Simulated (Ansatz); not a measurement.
Cd2O2. The state is a singlet with charge 0. Geometry PBE-D4/def2-TZVP, basis def2-TZVP, Ansatz.

Cartesian coordinates in Å:
```
Cd 0.894 1.024 -0.164
Cd -0.894 -1.024 0.164
O 0.978 -0.675 1.117
O -0.978 0.676 -1.116
```

```csv
run,HOMO (eV),LUMO (eV)
A,-6.21,-3.64
B,-5.18,-4.43
C,-5.71,-3.97
D,-5.34,-4.26
E,-5.37,-4.42
```

In the def2 sets Cd takes a core potential; there is no spin–orbit coupling. Another isomer (triplet) lies 1.07 eV lower at PBE0-D4/def2-TZVP; other spin states weren't run for this one.

**Question.** The runs used B97M-V, PBE, PBE0, r2SCAN, r2SCANh. Estimate which is which.

**Answer.** A PBE0 (25 % exact exchange); B PBE (0 % exact exchange); C r2SCANh (10 % exact exchange); D r2SCAN (0 % exact exchange); E B97M-V (0 % exact exchange). Exact exchange lowers occupied and raises empty levels; among semilocal functionals meta-GGAs tend to open the gap a little, and such runs are hard to tell apart. The gap grows from 0.75 eV (PBE) to 2.57 eV (PBE0). The restricted singlet is unstable towards broken spin symmetry in Hartree–Fock (as tested in another run); at PBE0-D4/def2-TZVP, PBE-D4/def2-TZVP, r2SCANh-D4/def2-TZVP, r2SCAN-D4/def2-TZVP and others this wasn't settled.
